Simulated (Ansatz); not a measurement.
Input for Ansatz (a quantum-chemistry and plane-wave program): R-HF/def2-TZVPP on C3H4ClF (SMILES F[C@@H]1C[C@H]1Cl), atoms moved off the minimum.

Ansatz 0.2 input:
```yaml
crystal:
  periodic: [false, false, false]
  atoms:
    - {symbol: F, position_ang: [-0.77582982, 2.05376044, 0.56341061]}
    - {symbol: C, position_ang: [-0.50868665, 0.81126256, -0.23075451]}
    - {symbol: C, position_ang: [-1.31990998, -0.35767493, 0.14957993]}
    - {symbol: C, position_ang: [0.12442814, -0.29731578, 0.42581460]}
    - {symbol: Cl, position_ang: [1.28587958, -1.01907678, -0.48491775]}
    - {symbol: H, position_ang: [-0.44754491, 1.25920373, -1.21595337]}
    - {symbol: H, position_ang: [-1.95280335, -0.43999367, 1.05401011]}
    - {symbol: H, position_ang: [-1.47697676, -1.01983428, -0.73517271]}
    - {symbol: H, position_ang: [0.31118263, -0.18324620, 1.49317275]}
basis:
  gaussian:
    orbitals: def2-TZVPP
hamiltonian:
  xc: {name: HF}
scf: {lower_state_search: off}
output: {forces: true}
```

### Question
What total energy does the run end on?

### Answer
-674.8839 hartree.

### Question
How many basis functions does it have, and what does it roughly cost on one machine?

### Answer
222 functions; very roughly 12 core-seconds.
